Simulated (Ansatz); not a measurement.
The cluster AlAs₂⁻ (the lowest singlet isomer of a short search), 3 atoms. Hardware: 4 threads of Arm Neoverse V1 on a shared host.

Correlated methods freeze 23 core orbitals; core or outer-core shells of As are correlated, in sets that lack core-valence functions.

Q: How many basis functions does each of these Ansatz runs have, and roughly what does it cost? PBE-D4/def2-TZVPD, charge -1 singlet, relaxation, 3 steps; PBE-D4/def2-TZVPD, charge -1 quintet, energy, from earlier orbitals; r2SCAN-D4/def2-TZVPD, charge -1 unrestricted singlet, energy, from earlier orbitals; LDA (SPW92)/def2-TZVPD, charge -1 triplet, energy, from earlier orbitals; HSE06-D4/def2-TZVPD, charge -1 singlet, energy, from earlier orbitals; PBE-D4/def2-TZVPD, charge -1 unrestricted singlet, energy, from earlier orbitals; PBE0-D4/def2-TZVPD, charge -1 unrestricted singlet, energy, from earlier orbitals; LDA (SPW92)/def2-TZVPD, charge -1 singlet, energy, from earlier orbitals; PBE with 10 % exact exchange/def2-TZVPD, charge -1 singlet, energy, from earlier orbitals; RPA@PBE/def2-TZVPD, charge -1 quintet, energy, from earlier orbitals; PBE-D4/def2-TZVPD, charge -1 quintet, relaxation, 3 steps; r2SCAN-D4/def2-TZVPD, charge -1 singlet, energy and forces, from earlier orbitals.

A: Other jobs shared the machine, so times can vary by a factor of up to 3. A dash marks memory too small to be measured apart from the calling script's.

| run | functions | fitting or Cholesky vectors | wall time | peak host memory (GiB) |
| --- | --- | --- | --- | --- |
| LDA (SPW92)/def2-TZVPD, charge -1 singlet, energy, from earlier orbitals | 151 | 1078 | 0.85 s | – |
| LDA (SPW92)/def2-TZVPD, charge -1 triplet, energy, from earlier orbitals | 151 | 1078 | 1.4 s | – |
| PBE with 10 % exact exchange/def2-TZVPD, charge -1 singlet, energy, from earlier orbitals | 151 | 1094 | 2.1 s | – |
| HSE06-D4/def2-TZVPD, charge -1 singlet, energy, from earlier orbitals | 151 | 1168 | 2.5 s | – |
| PBE-D4/def2-TZVPD, charge -1 quintet, energy, from earlier orbitals | 151 | 1078 | 2.8 s | – |
| PBE-D4/def2-TZVPD, charge -1 unrestricted singlet, energy, from earlier orbitals | 151 | 1078 | 3.1 s | – |
| PBE-D4/def2-TZVPD, charge -1 singlet, relaxation, 3 steps | 151 | 1078 | 3.5 s | – |
| r2SCAN-D4/def2-TZVPD, charge -1 singlet, energy and forces, from earlier orbitals | 151 | 1078 | 3.6 s | – |
| RPA@PBE/def2-TZVPD, charge -1 quintet, energy, from earlier orbitals | 151 | 958 | 4 s | – |
| PBE-D4/def2-TZVPD, charge -1 quintet, relaxation, 3 steps | 151 | 1078 | 5.5 s | – |
| PBE0-D4/def2-TZVPD, charge -1 unrestricted singlet, energy, from earlier orbitals | 151 | 1168 | 16 s | 0.89 |
| r2SCAN-D4/def2-TZVPD, charge -1 unrestricted singlet, energy, from earlier orbitals | 151 | 1078 | 32 s | – |
